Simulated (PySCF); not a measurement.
**Electronic absorption of C3H8O4Si**

Compound: C₃H₈O₄Si.
SMILES with atom numbers: `[CH3:1][O:2][SiH2:3][O:4][CH2:5][C:6](=[O:7])[OH:8]` (hydrogens: H9, H10, H11 on C1; H12, H13 on Si3; H14, H15 on C5; H16 on O8)

Theory: TDDFT wB97X-D/def2-SVPD, vertical, gas phase, core orbitals frozen in the response (PySCF). One conformer (not necessarily the lowest) at the GFN2-xTB geometry, without solvent, vibrations or thermal averaging.

```json
{"state": "S1", "E (eV)": "6.21", "E (kJ/mol)": "599", "λ (nm)": "199.8", "f": "0.0002", "main configurations (H = HOMO, L = LUMO)": "H-3→L (49%), H-2→L (37%), H-4→L (12%)"}
{"state": "S2", "E (eV)": "7.05", "E (kJ/mol)": "680", "λ (nm)": "175.9", "f": "0.018", "main configurations (H = HOMO, L = LUMO)": "H-1→L (71%), H→L (27%)"}
{"state": "S3", "E (eV)": "7.46", "E (kJ/mol)": "720", "λ (nm)": "166.2", "f": "0.0032", "main configurations (H = HOMO, L = LUMO)": "H→L+3 (48%), H→L+2 (27%)"}
{"state": "S4", "E (eV)": "7.67", "E (kJ/mol)": "740", "λ (nm)": "161.6", "f": "0.045", "main configurations (H = HOMO, L = LUMO)": "H→L+2 (51%), H→L+3 (9%), H→L+1 (8%)"}
{"state": "S5", "E (eV)": "7.84", "E (kJ/mol)": "757", "λ (nm)": "158.1", "f": "0.011", "main configurations (H = HOMO, L = LUMO)": "H→L (66%), H-1→L (21%), H-5→L (8%)"}
{"state": "S6", "E (eV)": "8.02", "E (kJ/mol)": "774", "λ (nm)": "154.6", "f": "0.0014", "main configurations (H = HOMO, L = LUMO)": "H-1→L+3 (38%), H-1→L+1 (26%), H-1→L+2 (9%)"}
{"state": "S7", "E (eV)": "8.16", "E (kJ/mol)": "788", "λ (nm)": "151.9", "f": "0.079", "main configurations (H = HOMO, L = LUMO)": "H-2→L+1 (39%), H-3→L+1 (36%)"}
{"state": "S8", "E (eV)": "8.17", "E (kJ/mol)": "788", "λ (nm)": "151.8", "f": "0.0027", "main configurations (H = HOMO, L = LUMO)": "H-4→L (78%), H-3→L (13%)"}
```

Triplets (Tamm–Dancoff): T1 5.73 eV, H-3→L (51%), H-2→L (35%), H-4→L (11%); T2 6.44 eV, H-5→L (39%), H-6→L (29%), H-1→L (14%); T3 6.94 eV, H-1→L (65%), H-5→L (24%).

The lowest singlet lies at 6.21 eV (200 nm, ultraviolet) and is dark (f under 0.0005); its leading configuration is HOMO-3→LUMO (49%). The strongest level in the table is S7 at 8.16 eV (152 nm, f = 0.079). S7/S8 lie within about 0.01 eV of each other. Löwdin shares by element: HOMO oxygen 47% or more, silicon 14%, carbon 9% or more, hydrogen 8% or more (atoms not listed hold the other 21%); LUMO carbon 48% or more, oxygen 42% or more. The listed states span 1.96 eV, and the widest gap between neighbours is 0.84 eV (S1 to S2). The oscillator strengths of these states sum to 0.161; summed over the whole spectrum of an exact calculation they would give the number of electrons, 72 (Thomas–Reiche–Kuhn). Weighted by f, the mean energy of these states is 7.86 eV. Singlets were solved by full linear response, triplets in the Tamm–Dancoff approximation.
